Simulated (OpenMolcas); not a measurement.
C3H10OSi (trimethylsilanol): a line through the functionals

The species is C3H10OSi (15 atoms), meant as a singlet with charge 0. As SMILES, `C[Si](C)(C)O`. The coordinates come from a PBE0-D4/def2-TZVP relaxation. This is one conformer, not always the lowest.

The HOMO–LUMO gap y, in eV, basis 6-31G(d); a is the functional's share of exact exchange. Programs: OpenMolcas 26.06.

```
functional     program     a  y (eV)
    r2SCAN  OpenMolcas     0    8.06
       PBE  OpenMolcas     0    7.08
     B3LYP  OpenMolcas   0.2       ?
      PBE0  OpenMolcas  0.25    9.58
     BHLYP  OpenMolcas   0.5   11.82
```

Task: Fit y = c + s·a to the known rows and predict B3LYP.

Result: 
1. Means of the 4 rows: a = 0.1875, y = 9.135.
2. Σ(Δa)² = 0.17188, Σ(Δa·Δy) = 1.4537, so the slope is 1.4537/0.17188 = 8.4576.
3. Intercept: 9.135 − (8.4576) × 0.1875 = 7.549. The largest residual of the fit is 0.51.
4. B3LYP: 7.549 + (8.4576) × 0.2 = 9.24 eV.

The run gave 8.98 eV, so the prediction is off by +0.26 eV, within the largest residual. Exact exchange lowers occupied levels and raises empty ones. The rows mix families of semi-local functionals, which the line can't see.
